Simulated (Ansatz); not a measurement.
Molecule: 1-fluorobutane, C4H9F, charge 0, multiplicity 1. 
Structure (B3LYP-D3(BJ)/def2-TZVP (Ansatz, a first-principles code) minimum search):
```xyz
14

C      2.3825    -0.0633     0.1131
C      0.9360    -0.5022    -0.0928
C     -0.0194     0.6772    -0.2610
C     -1.4626     0.2688    -0.4475
F     -1.9331    -0.3902     0.6964
H      2.7424     0.5242    -0.7353
H      2.4809     0.5554     1.0083
H      3.0459    -0.9220     0.2286
H      0.6081    -1.1071     0.7555
H      0.8683    -1.1463    -0.9758
H      0.0489     1.3417     0.6059
H      0.2721     1.2722    -1.1342
H     -2.1090     1.1347    -0.6063
H     -1.5790    -0.4245    -1.2850
```
Charge 0, spin multiplicity 1.

Atomisation energy built up term by term with Ansatz (kcal/mol; UHF references for open shells; valence terms freeze the core; atomic spin-orbit terms are left out). CBS marks a two-point X^-3 extrapolation of the correlation energy; Hartree-Fock from the larger set.

```json
[
 {"term": "Hartree-Fock", "basis": "cc-pVQZ", "kcal/mol": "989.42"},
 {"term": "CCSD correlation", "basis": "CBS(cc-pVTZ,cc-pVQZ)", "kcal/mol": "301.55"},
 {"term": "(T)", "basis": "CBS(cc-pVTZ,cc-pVQZ)", "kcal/mol": "16.95"},
 {"term": "core correlation", "basis": "cc-pwCVTZ", "kcal/mol": "4.58"},
 {"term": "scalar relativity (X2C)", "basis": "cc-pVTZ-DK against cc-pVTZ", "kcal/mol": "-0.94"},
 {"term": "sum: De", "basis": "", "kcal/mol": "1311.5"}
]
```

(T) makes 1.3 % of the CCSD(T) atomisation energy; under 5 % is typical of single-reference molecules.
